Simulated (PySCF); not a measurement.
## An excited-state table with gaps

Compound: C6H12Se.
SMILES: `C=C([Se]C)C(C)C`

Method: TDDFT CAM-B3LYP/def2-SVPD, vertical, gas phase, core orbitals frozen in the response (PySCF). Isolated species at its PBE0-D3(BJ)/def2-SVP geometry (one conformer only). Relativistic effects, spin–orbit coupling among them, are left out although an element past zinc is present. Torsions of this conformer, `[CH2:1]=[C:2]([Se:3][CH3:4])[CH:5]([CH3:6])[CH3:7]`: C1–C2–Se3–C4 4°, C1–C2–C5–C6 -100°.

Lowest singlets, with some entries withheld (?).

```tsv
state	E (eV)	f	main configurations (H = HOMO, L = LUMO)
S1	4.77	0.0002	H→L (77%), H→L+9 (8%)
S2	5.53	0.168	H→L+1 (76%), H→L+2 (17%)
S3	5.70	0.031	H→L+2 (72%), H→L+1 (13%)
S4	?	0.0004	H→L+3 (60%), H→L+5 (20%), H→L (8%)
S5	?	0.011	H→L+5 (38%), H→L+3 (27%), H→L+6 (12%)
S6	?	0.0096	H→L+4 (85%)
```

(1) What stands in place of each question mark?

(2) What is the mean static polarisability from the same response equations?

(3) How far apart are S1 and S4, in eV and cm⁻¹?

## Answers

(1) 
- S4: E = 5.86 eV
- S5: E = 6.54 eV
- S6: E = 6.72 eV

(2) 102.4 au (15.17 Å³), with principal values 81.5, 105.6 and 120.1 au.

(3) 5.857 − 4.773 = 1.084 eV, or about 8740 cm⁻¹.

On one thread of an Arm Neoverse V1, no GPU, shared host, this took 77 s and 1.3 GiB of memory at its peak.
